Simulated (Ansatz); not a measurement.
Nudged elastic band run: C3H8O2Si

Input file:

```yaml
crystal:
  periodic: [false, false, false]
  atoms:
    - { symbol: H, position_ang: [-1.202402, 1.233031, -0.305794] }
    - { symbol: Si, position_ang: [-0.884636, 0.399853, -1.488937] }
    - { symbol: C, position_ang: [1.508727, -0.339336, 0.590134] }
    - { symbol: C, position_ang: [0.968837, -1.351981, -0.034833] }
    - { symbol: C, position_ang: [-0.235661, -1.303359, -0.952327] }
    - { symbol: O, position_ang: [1.993771, 0.540132, 1.140363] }
    - { symbol: H, position_ang: [0.482747, 1.437721, 2.629812] }
    - { symbol: O, position_ang: [-0.440967, 1.597065, 2.761008] }
    - { symbol: H, position_ang: [-2.107222, 0.200076, -2.301237] }
    - { symbol: H, position_ang: [0.132508, 1.107531, -2.305171] }
    - { symbol: H, position_ang: [1.443903, -2.301925, 0.184352] }
    - { symbol: H, position_ang: [-1.069669, -1.837226, -0.485732] }
    - { symbol: H, position_ang: [-0.003076, -1.854288, -1.868571] }
    - { symbol: H, position_ang: [-0.58696, 2.472604, 2.436932] }
basis:
  gaussian: { orbitals: def2-SVP }
hamiltonian:
  xc: hf
neb:
  order_check: false
  images: 2
  f_tol: 0.03
  max_iterations: 60
  climbing: false
  final_atoms:
    - { symbol: H, position_ang: [-1.45433388, 2.49472883, 1.85623425] }
    - { symbol: Si, position_ang: [-0.53394427, 0.04211397, -0.93026895] }
    - { symbol: C, position_ang: [0.56466437, -0.48073743, 0.48901869] }
    - { symbol: C, position_ang: [0.8919986, -1.61914464, -0.13490767] }
    - { symbol: C, position_ang: [0.16127801, -1.6429619, -1.47616638] }
    - { symbol: O, position_ang: [0.97162614, -0.04794251, 1.68126605] }
    - { symbol: H, position_ang: [0.56815105, 0.79166425, 1.85965102] }
    - { symbol: O, position_ang: [-0.56876643, 2.37504524, 1.54493745] }
    - { symbol: H, position_ang: [-1.99629756, 0.13923251, -0.69030551] }
    - { symbol: H, position_ang: [-0.14352497, 1.23748647, -1.72027061] }
    - { symbol: H, position_ang: [1.55774269, -2.39445824, 0.23544716] }
    - { symbol: H, position_ang: [-0.55332162, -2.46306764, -1.58473301] }
    - { symbol: H, position_ang: [0.8210407, -1.64855462, -2.34777167] }
    - { symbol: H, position_ang: [-0.28641283, 3.2164937, 1.21786817] }
  initial_path:
    images:
      - { positions_ang: [[-1.202402, 1.233031, -0.305794], [-0.884636, 0.399853, -1.488937], [1.508727, -0.339336, 0.590134], [0.968837, -1.351981, -0.034833], [-0.235661, -1.303359, -0.952327], [1.993771, 0.540132, 1.140363], [0.482747, 1.437721, 2.629812], [-0.440967, 1.597065, 2.761008], [-2.107222, 0.200076, -2.301237], [0.132508, 1.107531, -2.305171], [1.443903, -2.301925, 0.184352], [-1.069669, -1.837226, -0.485732], [-0.003076, -1.854288, -1.868571], [-0.58696, 2.472604, 2.436932]] }
      - { positions_ang: [[-0.82479108, 1.29368103, 0.34363406], [-0.75069078, 0.2898166, -1.06738253], [0.87849979, -0.33890569, 0.59507544], [0.88758916, -1.42995337, -0.05473132], [-0.0668273, -1.416279, -1.1990292], [1.3492386, 0.26909737, 1.52941303], [0.37455379, 1.2473629, 2.20839115], [-0.49637028, 1.90968962, 2.04815729], [-2.13347951, 0.25746267, -1.25088606], [-0.11542004, 1.2493237, -1.9316619], [1.50827434, -2.25983409, 0.21627638], [-0.82301233, -2.1413213, -1.0692821], [0.40787285, -1.63105571, -2.11255534], [-0.19553721, 2.70081327, 1.74458011]] }
      - { positions_ang: [[-0.90876837, 1.71424698, 1.06431014], [-0.63379354, 0.17057026, -0.88115985], [0.56381225, -0.3860395, 0.56137034], [0.86197636, -1.51900792, -0.08808954], [0.0654857, -1.52947997, -1.37364232], [1.00852365, 0.07307254, 1.70971404], [0.4030218, 1.03201065, 1.95167083], [-0.53897009, 2.16901637, 1.64280044], [-2.0965047, 0.23718151, -0.7139089], [-0.20743103, 1.29264219, -1.7366951], [1.54622091, -2.29067851, 0.2333081], [-0.65089654, -2.34993518, -1.43561577], [0.68257842, -1.56247792, -2.2722889], [-0.09535482, 2.9487765, 1.3382255]] }
      - { positions_ang: [[-1.45433388, 2.49472883, 1.85623425], [-0.53394427, 0.04211397, -0.93026895], [0.56466437, -0.48073743, 0.48901869], [0.8919986, -1.61914464, -0.13490767], [0.16127801, -1.6429619, -1.47616638], [0.97162614, -0.04794251, 1.68126605], [0.56815105, 0.79166425, 1.85965102], [-0.56876643, 2.37504524, 1.54493745], [-1.99629756, 0.13923251, -0.69030551], [-0.14352497, 1.23748647, -1.72027061], [1.55774269, -2.39445824, 0.23544716], [-0.55332162, -2.46306764, -1.58473301], [0.8210407, -1.64855462, -2.34777167], [-0.28641283, 3.2164937, 1.21786817]] }
```

Run as:

```bash
$ ansatz run input.yaml --threads 2 --pin off --max-ram 3072MiB --backend cpu --events-out ev --progress --plain --runs-dir out
```

Output, in part (warnings, iteration lines, the closing report on the highest movable image, with atoms numbered from 0):

```
NEB end point (image 0): max|allowed force component| = 1.824e-2 eV/Å (the criterion of neb.relax_end_points is 1.000e-2)
NEB end point (image 3): max|allowed force component| = 2.008e-2 eV/Å (the criterion of neb.relax_end_points is 1.000e-2)
NEB iter   1: max|band force component| = 7.919e0 eV/Å  barrier→ = 4.1826 eV  barrier← = 4.1041 eV  Δτ_max = 0.2000 Å  (154 SCF iters)
NEB iter   2: max|band force component| = 4.192e0 eV/Å  barrier→ = 1.6619 eV  barrier← = 1.5834 eV  Δτ_max = 0.2000 Å  (74 SCF iters)
NEB iter   3: max|band force component| = 4.262e0 eV/Å  barrier→ = 1.0383 eV  barrier← = 0.9599 eV  Δτ_max = 0.1013 Å  (76 SCF iters)
NEB iter   4: max|band force component| = 1.490e0 eV/Å  barrier→ = 0.5412 eV  barrier← = 0.4627 eV  Δτ_max = 0.1761 Å  (71 SCF iters)
NEB iter   5: max|band force component| = 9.631e-1 eV/Å  barrier→ = 0.4297 eV  barrier← = 0.3513 eV  Δτ_max = 0.1873 Å  (72 SCF iters)
NEB iter   6: max|band force component| = 2.420e-1 eV/Å  barrier→ = 0.3468 eV  barrier← = 0.2684 eV  Δτ_max = 0.0455 Å  (71 SCF iters)
NEB iter   7: max|band force component| = 1.464e-1 eV/Å  barrier→ = 0.3417 eV  barrier← = 0.2632 eV  Δτ_max = 0.0403 Å  (75 SCF iters)
NEB iter   8: max|band force component| = 7.905e-2 eV/Å  barrier→ = 0.3405 eV  barrier← = 0.2620 eV  Δτ_max = 0.0436 Å  (74 SCF iters)
NEB iter   9: max|band force component| = 8.745e-2 eV/Å  barrier→ = 0.3338 eV  barrier← = 0.2553 eV  Δτ_max = 0.0189 Å  (75 SCF iters)
NEB iter  10: max|band force component| = 3.395e-2 eV/Å  barrier→ = 0.3322 eV  barrier← = 0.2538 eV  Δτ_max = 0.0054 Å  (64 SCF iters)
NEB iter  11: max|band force component| = 1.182e-2 eV/Å  barrier→ = 0.3326 eV  barrier← = 0.2542 eV  Δτ_max = 0.0000 Å  (135 SCF iters)
Total energy: -15145.01944442 eV, -556.5691989194 hartree
Atom 0 at    -1.180548     1.564945     1.159973 Å, force    -0.146919     0.282848     0.398644 eV/Å
Atom 1 at    -0.399254     0.225660    -1.049481 Å, force     0.176359    -0.080984     0.021343 eV/Å
Atom 2 at     0.733472    -0.250226     0.401585 Å, force    -0.248646     0.140242    -0.155153 eV/Å
Atom 3 at     0.860534    -1.488355    -0.093849 Å, force    -0.031175     0.024757    -0.025527 eV/Å
Atom 4 at    -0.048288    -1.604883    -1.311856 Å, force     0.033018    -0.098674    -0.086106 eV/Å
Atom 5 at     1.347697     0.284964     1.456341 Å, force    -0.135058     0.008525     0.004382 eV/Å
Atom 6 at     0.815864     0.999187     1.805495 Å, force     0.229795    -0.256695    -0.128561 eV/Å
Atom 7 at    -0.745090     1.974934     1.899017 Å, force    -0.094216    -0.010326    -0.189299 eV/Å
Atom 8 at    -1.832902     0.614943    -0.870581 Å, force     0.162377     0.059473     0.290468 eV/Å
Atom 9 at     0.145022     1.210064    -2.015177 Å, force     0.038288    -0.019877    -0.017144 eV/Å
Atom 10 at     1.492637    -2.288306     0.283620 Å, force     0.017925     0.082632     0.060934 eV/Å
Atom 11 at    -0.897417    -2.274045    -1.157926 Å, force     0.012086    -0.074846    -0.081424 eV/Å
Atom 12 at     0.454315    -1.874510    -2.240038 Å, force     0.059635    -0.112727    -0.061904 eV/Å
Atom 13 at    -0.746143     2.905528     1.732875 Å, force    -0.073469     0.055650    -0.030654 eV/Å
Dipole moment:    -0.427305     0.436070    -0.275574 e Å
```

The forces met the threshold. No image climbed, so the highest image needn't sit at the top of the path. A band with more images between the same ends climbed to 3.50 eV, so this one has probably stepped over the top. So few images can step over the top or miss a turn of the path. The orbitals stay closed-shell, which can raise the energy where a bond breaks towards radicals; this wasn't checked here.

Final band (atoms are numbered from 1 in the order of the input):

```json
{"image": "0", "path coordinate (Å)": "0.00", "energy (kJ/mol)": "0.0", "H1–Si2 (Å)": "1.48", "H7–O8 (Å)": "0.95", "H1–O8 (Å)": "3.18"}
{"image": "1", "path coordinate (Å)": "1.99", "energy (kJ/mol)": "30.7", "H1–Si2 (Å)": "1.50", "H7–O8 (Å)": "0.95", "H1–O8 (Å)": "2.30"}
{"image": "2", "path coordinate (Å)": "3.97", "energy (kJ/mol)": "32.1", "H1–Si2 (Å)": "2.70", "H7–O8 (Å)": "1.84", "H1–O8 (Å)": "0.95"}
{"image": "3", "path coordinate (Å)": "5.96", "energy (kJ/mol)": "7.6", "H1–Si2 (Å)": "3.82", "H7–O8 (Å)": "1.97", "H1–O8 (Å)": "0.95"}
```

The run took 55 s on 2 threads of Arm Neoverse V1, with other jobs on the host, peak memory 0.3 GiB.
